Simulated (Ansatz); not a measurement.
Reaction (substitution at a C–I bond): `FC(F)(F)CI` + `OBCl` → `FC(F)(F)COBCl` + HI

Computed with Ansatz on PBE0-D4/def2-TZVP structures; ΔE is electronic, products minus reactants. CCSD(T)/CBS adds triple-zeta CCSD(T) − MP2 to the extrapolated MP2 energy (def2 sets, frozen cores). This one scheme is used for every species. Functionals use def2-TZVPP. def2 core potentials past Kr. For I outer-core shells are correlated without core-valence functions, which leaves a few kJ/mol of doubt a bond. One conformer a species, not always the lowest.

| level | ΔE (eV) |
| --- | --- |
| PBE0-D4 | 0.42 |
| r2SCAN0-D4 | 0.40 |
| PBE-QIDH | 0.44 |
| CAM-B3LYP | 0.33 |
| CCSD/def2-SVP | 0.17 |
| HF/def2-TZVPP | 0.26 |
| CCSD(T)/def2-TZVPP | 0.41 |
| SCS-MP2/def2-QZVPP | 0.51 |

Task: What does CCSD(T)/CBS give? (An estimate is asked.)

Result: Computed: +0.50 eV. The listed levels differ from it by -0.08, -0.10, -0.06, -0.17, -0.33, -0.24, -0.09, 0.01 eV.

Largest T1 diagnostic among the species: 0.012.

At CCSD(T), def2-SVP lies −0.32 eV from the extrapolated value and def2-TZVPP −0.09 eV. From BLYP to BHLYP (50 % exact exchange), in def2-TZVPP and without D4, ΔE moves by −0.07 eV.
